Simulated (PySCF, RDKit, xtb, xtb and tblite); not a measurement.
Relaxed torsion scan: C₁₁H₁₆O, SMILES COc1ccccc1C(C)(C)C. Scanned: dihedral C1–O2–C3–C4; all other coordinates were relaxed at GFN2-xTB. Points at φ and −φ are mirror images.

Atom numbering (GFN2-xTB optimised geometry, Å):
```
28

C      1.7173     2.4553     1.1517
O      0.7236     1.5396     0.7690
C      1.0906     0.3545     0.1878
C      2.4214     0.0235    -0.0349
C      2.7674    -1.1802    -0.6231
C      1.7774    -2.0642    -0.9933
C      0.4495    -1.7354    -0.7721
C      0.0655    -0.5386    -0.1859
C     -1.4020    -0.1987     0.0463
C     -1.7579     1.0810    -0.7230
C     -1.6488    -0.0004     1.5482
C     -2.3467    -1.3055    -0.4357
H      1.1828     3.3032     1.5794
H      2.3873     2.0354     1.9094
H      2.3058     2.7987     0.2944
H      3.2077     0.7046     0.2495
H      3.8088    -1.4150    -0.7861
H      2.0280    -3.0083    -1.4532
H     -0.2993    -2.4482    -1.0733
H     -2.8118     1.3153    -0.5877
H     -1.5676     0.9439    -1.7858
H     -1.1705     1.9213    -0.3699
H     -1.0588     0.8245     1.9321
H     -2.7004     0.2144     1.7271
H     -1.3825    -0.9038     2.0937
H     -3.3744    -1.0034    -0.2435
H     -2.2438    -1.4759    -1.5049
H     -2.1685    -2.2375     0.0959
```

Levels of theory: RKS-B3LYP/6-31G* = restricted B3LYP/6-31G*, spherical d, density fitting // GFN2-xTB run with PySCF 2.14.0; UFF // GFN2-xTB (RDKit); GFN1-xTB // GFN2-xTB (xtb); GFN2-xTB (xtb and tblite); MMFF94 // GFN2-xTB (RDKit); RHF/3-21G = PySCF 2.14.0 with restricted Hartree-Fock/3-21G, density fitting // GFN2-xTB.

Energies in kJ/mol, each method relative to its own lowest point.

```csv
φ / °,RKS-B3LYP/6-31G*,UFF,GFN1-xTB,GFN2-xTB,MMFF94,RHF/3-21G
-165,74.8,131.1,61.2,65.1,93.7,88.0
-150,62.3,110.7,54.3,57.8,78.2,75.7
-135,50.2,89.9,45.9,49.7,59.1,60.4
-120,40.5,70.3,37.7,42.6,40.7,47.0
-105,34.0,44.9,26.8,34.3,19.3,38.8
-90,24.1,38.1,23.9,27.8,16.2,25.5
-75,15.4,20.9,15.6,18.7,7.3,14.7
-60,11.2,10.3,10.5,13.1,3.6,9.5
-45,8.0,6.2,6.4,8.3,1.4,6.7
-30,4.0,3.0,2.8,3.7,0.6,3.4
-15,1.1,0.8,0.7,0.9,0.2,0.9
0,0.0,0.0,0.0,0.0,0.0,0.0
15,1.1,0.8,0.7,0.9,0.2,0.9
30,4.0,3.0,2.8,3.7,0.6,3.4
45,8.0,6.2,6.4,8.3,1.4,6.7
60,11.2,10.3,10.5,13.1,3.6,9.5
75,15.4,20.9,15.6,18.7,7.3,14.7
90,24.1,38.1,23.9,27.8,16.2,25.5
105,34.0,44.9,26.8,34.3,19.3,38.8
120,40.5,70.3,37.7,42.6,40.7,47.0
135,50.2,89.9,45.9,49.7,59.1,60.4
150,62.3,110.7,54.3,57.8,78.2,75.7
165,74.8,131.1,61.2,65.1,93.7,88.0
180,82.3,144.4,64.8,69.0,100.6,95.7
```

Root-mean-square difference from the RHF/3-21G profile, itself a level with limits, after the best constant shift (kJ/mol): RKS-B3LYP/6-31G* 5.8, UFF 16.4, GFN1-xTB 10.3, GFN2-xTB 9.4, MMFF94 6.4.
